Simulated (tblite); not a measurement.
Compound: C₆H₁₁ClO₂S.
Atom-mapped SMILES: `[CH2:1]=[CH:2][C@@H:3]([CH3:4])[C@@H:5]([CH3:6])[S:7](=[O:8])(=[O:9])[Cl:10]` (hydrogens: H11, H12 on C1; H13 on C2; H14 on C3; H15, H16, H17 on C4; H18 on C5; H19, H20, H21 on C6)

Cartesian coordinates in Å at the GFN2-xTB level; atoms count from 1:
```
atom  x, y, z in Å
C1     1.6251   -0.7670    1.6980
C2     0.9619   -0.9780    0.5781
C3     0.7556    0.0718   -0.4769
C4     1.0843   -0.4768   -1.8677
C5    -0.6701    0.6194   -0.4186
C6    -1.8026   -0.3666   -0.5462
S7    -0.8175    1.3397    1.2506
O8    -1.2196    0.3825    2.2273
O9     0.2777    2.2063    1.5446
Cl10  -2.4312    2.5635    0.9809
H11    1.7503   -1.5404    2.4356
H12    2.0573    0.1921    1.9285
H13    0.5342   -1.9482    0.3646
H14    1.4204    0.9151   -0.2611
H15    0.4913   -1.3610   -2.0865
H16    2.1344   -0.7536   -1.9106
H17    0.8926    0.2715   -2.6327
H18   -0.7853    1.4688   -1.0922
H19   -1.7641   -1.0754    0.2772
H20   -1.7484   -0.9043   -1.4900
H21   -2.7552    0.1575   -0.5033
```

All values are computed: GFN2-xTB (tblite) harmonic vibrations without scaling, gas phase. Errors from tens to a few hundred cm⁻¹ against measured bands are possible. One conformer, not necessarily the lowest.

Harmonic wavenumbers (cm⁻¹): 37.1, 65.4, 89.0, 120.7, 171.4, 185.8, 200.0, 228.3, 252.5, 265.8, 279.8, 314.9, 328.4, 347.0, 413.2, 487.5, 521.8, 555.1, 683.5, 701.5, 833.0, 907.7, 922.5, 983.5, 985.9, 1022.7, 1041.4, 1056.3, 1087.6, 1127.0, 1154.3, 1168.6, 1207.0, 1261.8, 1281.3, 1289.3, 1302.2, 1325.8, 1401.6, 1407.4, 1414.9, 1468.9, 1482.2, 1491.5, 1500.8, 1718.5, 2948.6, 2968.9, 3035.7, 3041.3, 3042.3, 3045.4, 3054.0, 3055.9, 3065.9, 3111.6, 3140.3.

A = 1602, B = 773.8, C = 655.8 MHz; mass 182.017 u (most abundant isotopes); point group C1, symmetry number 1.

Question: Zero-point energy?

Answer: Half the sum of the wavenumbers: 35801 cm⁻¹ = 102.36 kcal/mol.

Question: Entropy at 298.15 K, 1 bar (ideal gas, RRHO, classical rotation)?

Answer: Translation 41.53, rotation 30.36, vibration 38.60: S = 110.5 cal/(mol K).

Question: And Cp and H(298.15 K) − H(0)?

Answer: Cp = 45.94 cal/(mol K), of which vibrations give 37.99 (their classical limit is 57 R = 113.3); H(298.15 K) − H(0) = 8.42 kcal/mol without the zero-point energy, 6.05 from vibrations.

Question: Blend soft modes into free rotors: weight 1/[1 + (100 cm⁻¹/ν̃)⁴] for the oscillator and the rest for a rotor with moment μB/(μ + B), μ = h/(8π²ν), B = 10⁻⁴⁴ kg m². What vibrational entropy results?

Answer: 35.66 cal/(mol K) in place of 38.60, which changes −T·S at 298.15 K by +0.88 kcal/mol.

Question: Which modes carry the vibrational entropy at 298.15 K?

Answer: 37.1 cm⁻¹: 5.41; 65.4 cm⁻¹: 4.29; 89.0 cm⁻¹: 3.68; 120.7 cm⁻¹: 3.09; 171.4 cm⁻¹: 2.42; 185.8 cm⁻¹: 2.27 cal/(mol K); the other 51 give 17.45 together.

Question: What must be added to the electronic energy to get the Gibbs energy at 298.15 K and 1 bar?

Answer: ZPE + [H(298.15 K) − H(0)] − T·S = 102.36 + 8.42 − 32.94 = 77.84 kcal/mol.

Question: How do the functions run with temperature in this model?

Answer: 
| T (K) | S (cal/(mol K)) | Cp (cal/(mol K)) | H − H(0) (kcal/mol) | G − H(0) (kcal/mol) | ln q(vib) |
| --- | --- | --- | --- | --- | --- |
| 150 | 85.0 | 29.8 | 2.79 | -9.96 | 4.00 |
| 250 | 102.9 | 40.8 | 6.33 | -19.39 | 7.55 |
| 400 | 125.5 | 56.4 | 13.64 | -36.55 | 12.63 |
| 600 | 151.6 | 72.7 | 26.65 | -64.33 | 18.98 |
| 900 | 184.4 | 88.4 | 51.03 | -114.90 | 27.65 |

q(vib) and H(0) count from the zero-point level.

Hindered rotation and anharmonicity are outside this model. Other conformers, if any are populated, would add a mixing term that is left out. The structure is chiral; the term R ln 2 for an equal mix with its mirror image is left out.
